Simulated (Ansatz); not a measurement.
Ag2Pd2. The state is a triplet with charge 0. Geometry r2SCAN-D4/def2-SVPD, that of the charge -1 doublet; atoms count from 1.

```xyz
4

Pd   -0.258   -0.570   -1.091
Pd    0.257    0.570    1.090
Ag   -1.714   -1.348    0.918
Ag    1.715    1.348   -0.917
```

In the def2 sets Ag, Pd take a core potential; there is no spin–orbit coupling. The structure comes from a short search, and lower isomers may exist.

(1) Estimate the Mulliken populations from the PBE0/def2-TZVPD orbitals of Ansatz.

(2) Where does the spin sit?

(3) And the Mayer bond orders between bonded heavy atoms (over 0.3)?

## Answers

(1) 
```tsv
atom	charge (e)	spin (α − β)	d electrons
Pd1	-0.05	0.62	9.27
Pd2	-0.05	0.63	9.27
Ag3	0.04	0.33	9.93
Ag4	0.06	0.42	9.95
```
Mulliken values and Mayer orders depend strongly on the basis. With diffuse functions, as here, like atoms can get unlike values, and bond orders can come out too low or too high.

(2) Summed by element: Pd 1.25, Ag 0.75, of 2 unpaired in all. Largest on single atoms: Pd2 0.63, Pd1 0.62, Ag4 0.42.

(3) Pd1–Pd2 0.83 (2.51 Å); Pd1–Ag3 0.54 (2.60 Å); Pd1–Ag4 0.41 (2.76 Å); Pd2–Ag3 0.48 (2.76 Å); Pd2–Ag4 0.51 (2.60 Å).
